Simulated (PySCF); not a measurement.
## Constants of CaO, step by step

State: ¹Σ⁺, singlet, closed shell. De refers to Ca + O. RHF-based CCSD(T) in PySCF 2.14 with Ca cc-pwCVDZ-X2C, O aug-cc-pVDZ-DK and Ca cc-pwCVTZ-X2C, O aug-cc-pVTZ-DK (frozen core orbitals: 6; spin-free X2C with a Gaussian nucleus). Correlation energies are extrapolated as n⁻³ (n = 2, 3), Hartree–Fock as (n+1)·exp(−9√n). CV is the change on freezing 5 orbitals instead, in Ca cc-pwCVTZ-X2C, O cc-pCVTZ-DK.

| Level | Re (Å) | ωe (cm⁻¹) | ωexe (cm⁻¹) | αe (cm⁻¹) | De (eV) |
| --- | --- | --- | --- | --- | --- |
| CCSD(T)/DZ | 1.9493 | 517 | n/a | n/a | 3.238 |
| CCSD(T)/TZ | 1.8509 | 678.2 | 6.99 | 0.00425 | 3.836 |
| HF/CBS | 1.8097 | 826.9 | 2.96 | 0.00198 | 0.443 |
| MP2/CBS | 1.8226 | 734.1 | 5.94 | n/a | 4.808 |
| CCSD/CBS | 1.8116 | 783.5 | 3.52 | 0.00257 | 3.596 |
| CCSD(T)/CBS | 1.8298 | 723.4 | 6.28 | 0.00372 | 4.079 |
| CCSD(T)/CBS+CV | 1.8288 | 725.1 | 6.19 | 0.00368 | 4.090 |

**Question.** How much is left between CCSD(T)/TZ and the basis-set limit, and how much do the triples give at the limit?

**Answer.** CCSD(T)/CBS less CCSD(T)/TZ: -21.1 mÅ in Re, +45.2 cm⁻¹ in ωe and +0.243 eV in De. CCSD(T)/CBS less CCSD/CBS: +18.2 mÅ in Re, -60.1 cm⁻¹ in ωe and +0.483 eV in De.

**Question.** What do the later terms add?

**Answer.** CV: -1.0 mÅ in Re, +1.7 cm⁻¹ in ωe and +0.011 eV in De, each against the row above.

The T1 diagnostic is 0.055, large enough to doubt a single reference. The open-shell atoms are computed with UHF. Spin–orbit coupling, excitations beyond (T) and corrections to the Born–Oppenheimer picture are left out.

The whole job (state search and all basis sets along the bond) took about 7.4 min on 4 threads of Arm Neoverse V2 (shared host), peak memory 3.9 GiB.
